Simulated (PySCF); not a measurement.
**Computed spin Hamiltonian**

C6H3ClO2 (charge +1 and doublet state).
SMILES with atom numbers: `[CH+:1]=[C:2][C@H:3]1[CH:4]=[C:5]([Cl:6])[O:7][C:8]1=[O:9]` (hydrogens: H10 on C1; H11 on C3; H12 on C4)

Geometry (GFN2-xTB, Å), atoms numbered from 1 in this order:
```
atom  x, y, z in Å
C1    -2.5648   -0.9252   -0.5701
C2    -1.4998   -0.6204   -0.0939
C3    -0.2368   -0.2174    0.4518
C4     0.9867   -0.6845   -0.2261
C5     1.8624    0.3682   -0.2881
Cl6    3.4316    0.4253   -0.8453
O7     1.3237    1.5163    0.1820
C8     0.0265    1.3318    0.5619
O9    -0.7180    2.1689    0.9092
H10   -3.5026   -1.1707   -0.9873
H11   -0.2395   -0.5257    1.5167
H12    1.1319   -1.6673   -0.6367
```

Level of theory: PySCF 2.14.0, UKS B3LYP, pcH-1 on C Cl H O, non-relativistic, mean-field spin-orbit, GIAO. Geometry: GFN2-xTB; no solvent, vibrations or thermal averaging. Couplings are sensitive to structure, and on GFN2-xTB geometries they can be far from those on DFT ones, by a factor of two or more for some ions and for spin on atoms past the first row. No stability test was run, so a lower SCF solution isn't excluded.

* g1, g2, g3: 2.00269, 2.00549, 2.01334
* g_iso: 2.00717
* Form of g: rhombic: the two nearest values differ by 26 % of g3 − g1
* ⟨S²⟩: 0.7543 (exact 0.7500)
* α and β electrons: 36, 35
* HOMO–LUMO gap, α and β orbitals: 5.51, 1.50 eV
* Basis functions: 265

Isotropic coupling and dipolar principal values T1 to T3, in MHz; ρ(0) is the spin density at the nucleus:

```csv
atom,isotope,a_iso,of which spin–orbit,T1,T2,T3,Mulliken spin population,ρ(0) (bohr⁻³)
C1,13C,7.3,0.1,-10.8,-9.1,20.0,0.11,0.0064
C2,13C,18.3,0.1,-6.3,-4.4,10.7,0.05,0.0162
C3,13C,-19.5,0.0,-5.2,-2.8,8.0,-0.03,-0.0174
C4,13C,30.6,-0.3,-38.2,-37.0,75.1,0.45,0.0275
C5,13C,-8.0,0.3,-14.7,-11.4,26.1,0.10,-0.0074
Cl6,35Cl,5.7,0.8,-22.9,-21.4,44.3,0.11,0.0112
O7,17O,-10.2,-0.2,-39.6,19.2,20.5,0.10,0.0164
C8,13C,20.0,0.0,-7.6,0.3,7.3,-0.01,0.0178
O9,17O,-4.5,0.0,-28.8,12.5,16.2,0.08,0.0074
H10,1H,-8.7,0.0,-5.0,-1.4,6.4,0.00,-0.0020
H11,1H,147.4,0.0,-5.1,-2.9,8.0,0.06,0.0330
H12,1H,-29.8,0.0,-17.0,-3.3,20.3,-0.02,-0.0067
```

The Mulliken spin populations are largest on C4 (+0.45), Cl6 (+0.11), C1 (+0.11) and C5 (+0.10). No atom but C4 exceeds +0.15.

C2, the radical centre as drawn in `[CH+]=[C][C@H]1C=C(Cl)OC1=O`, holds a spin population of +0.05 out of 1.

Axes: g3 points within 10° of the C5–Cl6 bond.

Under fast tumbling the dipolar parts average out, and these isotropic splittings remain: 1 × 1H (H11, I = 1/2, 2 lines) with 5.25 mT, 1 × 1H (H12, I = 1/2, 2 lines) with 1.06 mT, 1 × 1H (H10, I = 1/2, 2 lines) with 0.31 mT and 1 × 35Cl (Cl6, I = 3/2, 4 lines) with 0.20 mT.

Main isotope only: 35Cl (natural samples also hold 24 % 37Cl, magnetic too, which adds its own pattern).

The 13C coupling of C4 (30.6 MHz) shows only in satellite lines or after enrichment, since that isotope makes up about 1.07 % of natural carbon.

The 17O coupling of O7 (-10.2 MHz) shows only in satellite lines or after enrichment, since that isotope makes up about 0.038 % of natural oxygen.
